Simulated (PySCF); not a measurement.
C₆ coefficients of unlike pairs at PBE

Calculated with PySCF 2.14 from the dipole response of each species, C₆(A,B) = (3/π) ∫ α_A(iu) α_B(iu) du, in atomic units, from isotropic polarisabilities. For ions this is the dispersion term alone; charge-induced terms of lower order in 1/R come first.

| species | configuration | basis | relativity | α (bohr³) | C₆ (like pair) |
| --- | --- | --- | --- | --- | --- |
| Fe⁺ | [Ar] 3d6 4s1 (6D) | dyall-av2z (16s12p7d2f) | none | 25.59 | 126.8 |
| Ga²⁺ | [Ar] 3d10 4s1 (2S) | x2c-QZVPPall with one added diffuse shell each of s, p, d, f type (12s8p6d5f1g) | spin-free X2C | 9.230 | 28.56 |
| N⁺ | [He] 2s2 2p2 (3P) | aug-cc-pCVQZ-DK (9s8p6d4f2g) | spin-free X2C | 3.912 | 8.475 |
| Mn³⁺ | [Ar] 3d4 (5D) | x2c-TZVPPall with one added diffuse shell each of s, p, d, f type (7s6p5d3f1g) | spin-free X2C | 2.072 | 5.104 |

Task: Estimate C₆ for Mn³⁺ with N⁺.

Result: The integral gives 6.159. The combination rule 2 C_A C_B / (C_A α_B/α_A + C_B α_A/α_B) gives 6.125 and the geometric mean 6.577.

No spin-orbit coupling is included.

The other pairs:

```csv
pair,C₆
"Mn³⁺, Ga²⁺",10.73
"N⁺, Ga²⁺",15.24
"Mn³⁺, Fe⁺",19.80
"N⁺, Fe⁺",30.05
"Ga²⁺, Fe⁺",58.56
```
